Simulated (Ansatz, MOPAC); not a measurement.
Species: InBr2, charge 1, multiplicity 1. SMILES of the parent species: [Br][In][Br]

Atoms: In1, Br2, Br3. Bonds: In1-Br2, In1-Br3.

Bond lengths (Å) and angles (degrees) optimised at PM3 with MOPAC; MNDO with MOPAC; HF/STO-3G with Ansatz (a quantum-chemistry and plane-wave program); MP2/LANL2DZ with Ansatz, each started from the B3LYP-D3(BJ)/def2-TZVP structure (Ansatz) of the last column. A row stands for all coordinates that are equal there. No wavenumbers were computed at MNDO, HF/STO-3G, MP2/LANL2DZ, so these may be saddle points.

```
coordinate     PM3   MNDO  HF/STO-3G  MP2/LANL2DZ  B3LYP-D3(BJ)/def2-TZVP
-----------  -----  -----  ---------  -----------  ----------------------
In1-Br2      2.390  2.436      2.312        2.435                   2.368
Br2-In1-Br3  180.0  180.0      180.0        180.0                   180.0
```

Mean signed difference of all 2 bond lengths from B3LYP-D3(BJ)/def2-TZVP: PM3 0.021 Å, MNDO 0.068 Å, HF/STO-3G -0.056 Å, MP2/LANL2DZ 0.067 Å.
